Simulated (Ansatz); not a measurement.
Cost and result for the atomization energy of C2H6S2Si, SMILES `C=C([SiH3])SS` (11 atoms, 10 bonds).

Cartesian coordinates in Å:
```
C 0.9124 0.2777 -1.6193
C 0.5243 0.0158 -0.3696
Si -0.9342 0.9051 0.4045
S 1.4823 -1.1302 0.5682
S 0.2563 -1.6834 2.0986
H 0.4055 1.0325 -2.2100
H 1.7483 -0.2332 -2.0901
H -0.5673 1.4963 1.7147
H -2.1021 0.0059 0.5732
H -1.2997 1.9834 -0.5522
H -0.4258 -2.6700 1.4818
```

Total charge 0; spin multiplicity 1. The geometry is a stationary point of PBE0-D4/def2-TZVP. It is one conformer, not always the lowest. Program: Ansatz. All runs use 4 threads of an Arm Neoverse V1 on a shared host. Times are those of one run each, without the atoms' runs, and a repeat can differ threefold. Electronic energies, without spin–orbit coupling; frozen cores. CCSD(T)/CBS adds CCSD(T) − MP2 in def2-TZVPP to the MP2 limit, and its time is that of the two runs behind it. T1 = 0.013. B3LYP takes the VWN-RPA correlation (the form of Gaussian; ORCA's B3LYP/G).

CCSD(T)/CBS is a level of theory with its own doubt, some kJ/mol a heavy atom from the limit and from the frozen cores, so smaller differences don't rank the functionals.

```csv
level,functions,wall time,atomization (kcal/mol),difference from CCSD(T)/CBS,per bond
PBE-D4/def2-TZVPP (with forces),272,3.2 s,916.2,19.1,1.9
PBE0-D4/def2-TZVPP,272,4.4 s,900.8,3.7,0.4
r2SCAN-D4/def2-TZVPP (with forces),272,6 s,901.8,4.7,0.5
B3LYP-D4/def2-TZVPP (with forces),272,6.5 s,897.0,-0.1,0.0
B2PLYP/def2-TZVPP,272,7.5 s,883.1,-14.0,-1.4
ωB97X-V/def2-TZVPP,272,10 s,902.0,4.9,0.5
ωB97M-V/def2-TZVPP (with forces),272,15 s,902.6,5.5,0.5
MP2/def2-QZVPP,504,35 s,896.9,-0.2,0.0
CCSD(T)/def2-TZVPP,272,3.1 min,870.0,-27.1,-2.7
CCSD(T)/CBS(def2),–,3.7 min,897.1,0.0,0.0
```

The D4 term adds +12.9 kcal/mol with B3LYP and +6.7 kcal/mol with PBE0; it sums over pairs of atoms, weighted by their polarisabilities, and B3LYP, whose exchange is more repulsive, gets the larger term. From PBE to PBE0 (25 % exact exchange), in def2-TZVPP and without D4, the atomization energy moves by −14.2 kcal/mol: exact exchange takes away binding that semilocal exchange gives to molecules. In def2-TZVPP, CCSD(T) changes the Hartree–Fock value by +228.6 kcal/mol (the triples alone add +16.4 kcal/mol) and MP2 by +239.5 kcal/mol; breaking electron pairs costs correlation energy, which Hartree–Fock lacks.
